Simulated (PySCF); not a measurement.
**Working out the ionisation energy of Re**

Re [Xe] 4f14 5d5 6s2 (6S) → Re⁺ [Xe] 4f14 5d5 6s1 (7S). All numbers are calculated (PySCF 2.14, a scalar-relativistic core potential, in aug-cc-pVTZ-PP with ECP60MDF (6s6p5d3f2g, 88 functions)). Frozen: 5s2 5p6. Energies in hartree (1 hartree = 27.21139 eV):

| part | Re (lower) | Re⁺ (upper) |
| --- | --- | --- |
| UHF | -77.838047 | -77.620311 |
| CCSD correlation | -0.138728 | -0.083388 |
| (T) | -0.006555 | -0.001761 |

Question: What does Hartree-Fock give?

Answer: (-77.620311) − (-77.838047) = 0.217736 hartree = 5.925 eV.

Question: What do CCSD and CCSD(T) give?

Answer: The CCSD correlation energies differ by 0.055340 hartree = 1.506 eV and the triples by 0.004794 hartree = 0.130 eV, so CCSD gives 7.431 eV and CCSD(T) 7.561 eV.

Measured between the centres of the two terms (NIST): 7.834 eV, so CCSD(T) (valence) is off by -0.273 eV.

What remains against the reference includes basis incompleteness, the frozen core and higher excitations.
